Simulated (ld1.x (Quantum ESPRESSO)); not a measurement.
**What one change does to a pseudopotential (B (Z = 5), ultrasoft)**

boron, ultrasoft, made with ld1.x (Quantum ESPRESSO) 7.5 (PBE, scalar-relativistic). Core [He], reference 2s1.75 2p1.25. Waves: 2s (bound): rcut 1.25, rcutus 1.65 bohr; 2s channel at 0.8 Ry: rcut 1.25, rcutus 1.65 bohr; 2p (bound): rcut 1.65, rcutus 2.05 bohr; 2p channel at 0.7 Ry: rcut 1.65, rcutus 2.05 bohr. Local part: all-electron potential smoothed inside 2.00 bohr (lloc = -1). Core correction: Bessel-smoothed model core, default radius (core density twice the valence density). Augmentation charge: built from norm-conserving waves at rcut, not smoothed further.

Change: core correction Bessel-smoothed model core inside 1.92 bohr.

Cutoffs: the cutoffs (Ry, on a coarse ladder) from which the occupation-weighted sum of valence levels, in a spherical-Bessel basis at the reference potential, stays within 10 and 1 mRy of its value at 400 Ry; they do not see the model core or the augmentation charge, which bear on the density cutoff. Errors are all-electron minus pseudo energies relative to the spin-unpolarised reference configuration.

**Question.** Predict the effect on cutoff, ghosts and configuration errors.

**Answer.** The potential gets neither clearly harder nor softer (15 Ry and 18 Ry → 15 Ry and 18 Ry); of the 7 tests that both files solve, the error grows in 5 and shrinks in 0 by more than 15 % and 0.3 meV (median size 1.8 → 2.5 meV); neither file shows a bound ghost. The default core radius of the base comes out at 0.68 bohr. A wider model core is smoother and lowers the density cutoff, which this test does not measure.

| quantity | base | changed |
| --- | --- | --- |
| cutoff, loose | 15 Ry | 15 Ry |
| cutoff, tight | 18 Ry | 18 Ry |
| bound ghosts | none | none |
| error for 2s2 2p1, meV [ΔE -1.46 eV] | +0.2 | +0.4 |
| error for 2s2 2p0, meV [ΔE 6.76 eV] | +8.1 | +32 |
| error for 2s1 2p0, meV [ΔE 32.18 eV] | +33 | +104 |
| error for 2s1 2p1, meV [ΔE 12.90 eV] | +1.8 | -2.5 |
| error for 2s2 2p0.5, meV [ΔE 1.43 eV] | +1.6 | +5.9 |
| error for 2s2 2p1.3, meV [ΔE -2.20 eV] | +0.1 | -0.1 |
| error for 2s1 2p2, meV [ΔE 4.39 eV] | +2.0 | +2.5 |
| s: phases at 2.25 bohr within 0.05 rad from the reference energy up to (Ry; the scan ends near 5) | to the end of the scan | to the end of the scan |
| p: phases at 2.25 bohr within 0.05 rad from the reference energy up to (Ry; the scan ends near 5) | 2.8 | 2.8 |
| lowest overlap eigenvalue by channel | s 0.54, p 0.89 | s 0.54, p 0.89 |
